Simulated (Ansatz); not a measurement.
Species: H3Ge, SMILES `[GeH3]` (charge 0, multiplicity 2).

**Question.** Give a relaxed geometry from Ansatz (a first-principles code) with r2SCAN-D4/def2-TZVP.

**Answer.** the end point of this relaxation (outside a Z-matrix the atoms follow the SMILES, hydrogens last).
Cartesian coordinates (Å) in one orientation:
```xyz
4

Ge     0.000    -0.001     0.347
H     -0.127     1.458    -0.111
H     -1.199    -0.838    -0.120
H      1.326    -0.619    -0.117
```
